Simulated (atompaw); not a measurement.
## An all-electron radial function and its pseudo partner (titanium)

Columns: radius, all-electron u(r) and pseudo u(r) of the 3p shell (level -40.20 eV) of titanium in the configuration [Ne] 3s2 3p6 3d2 4s1 4p1; PBE, scalar-relativistic, PAW (atompaw) scheme, atompaw 4.2.0.5.

```
r (bohr)  all-electron  pseudo
   0.094       -0.3758  0.0189
   0.188       -0.5230  0.0736
   0.283       -0.3155  0.1595
   0.377        0.0314  0.2668
   0.471        0.3763  0.3871
   0.565        0.6560  0.5109
   0.660        0.8553  0.6299
   0.754        0.9736  0.7320
   0.848        1.0268  0.8105
   0.942        1.0305  0.8604
   1.037        0.9989  0.8812
   1.131        0.9449  0.8757
   1.225        0.8774  0.8473
   1.319        0.8034  0.7968
   1.413        0.7276  0.7275
   1.508        0.6525  0.6525
   1.602        0.5817  0.5817
   1.696        0.5157  0.5157
   1.790        0.4549  0.4549
   1.885        0.3993  0.3993
   1.979        0.3498  0.3498
   2.073        0.3056  0.3056
   2.167        0.2663  0.2663
   2.262        0.2313  0.2313
   2.356        0.2009  0.2009
   2.450        0.1742  0.1742
```

How many radial nodes do the two functions have?

The all-electron 3p function has n − l − 1 = 1; the pseudo-wave has 0, since the states of the same l below it are removed with the core.

At about which radius was the pseudo-wave matched?

1.45 bohr, where the columns begin to agree (steps of 0.09 bohr).

Where does each function peak?

Outermost all-electron maximum near 0.94 bohr, pseudo maximum near 1.04 bohr (to the table’s step).

Is the pseudo-wave norm-conserving?

No, it belongs to a PAW set: the norm inside the radius is not constrained, and the difference is carried by the augmentation charge.
